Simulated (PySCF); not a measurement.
PySCF 2.14 output of an unrestricted BHandHLYP calculation on a single atom or ion in aug-cc-pVQZ-PP with one added diffuse shell each of s, p, d, f, g type with ECP10MDF (8s7p6d4f3g, 114 functions), with a scalar-relativistic core potential:

```
SCF conv_tol = 1e-09
number electrons alpha = 13  beta = 12
    A. D. Becke.,  J. Chem. Phys. 98, 1372 (1993)
    Defined through Gaussian implementation.
cycle= 1 E= -416.675261601877  delta_E= -0.00622  |g|= 0.0279  |ddm|= 0.561
cycle= 2 E= -416.675459396339  delta_E= -0.000198  |g|= 0.0125  |ddm|= 0.0584
cycle= 3 E= -416.675481603594  delta_E= -2.22e-05  |g|= 0.00249  |ddm|= 0.0222
cycle= 4 E= -416.67548451331  delta_E= -2.91e-06  |g|= 0.000679  |ddm|= 0.00633
cycle= 5 E= -416.675484689433  delta_E= -1.76e-07  |g|= 6.36e-05  |ddm|= 0.0021
cycle= 6 E= -416.675484694202  delta_E= -4.77e-09  |g|= 1.05e-05  |ddm|= 0.000244
cycle= 7 E= -416.675484694368  delta_E= -1.66e-10  |g|= 1.09e-06  |ddm|= 5.89e-05
converged SCF energy = -416.675484694368  <S^2> = 0.75374371  2S+1 = 2.0037402
```

The run itself started from symmetry-adapted Hartree-Fock orbitals and held the occupation by maximum overlap, on a logarithmic radial grid, so the iterations belong to that start.

**Question.** Which element, charge and spin multiplicity is this?

**Answer.** Br (bromine, neutral), multiplicity 2; the state was [Ar] 3d10 4s2 4p5, 2P determinant.

Energies and moments cover only the electrons outside the core potential.
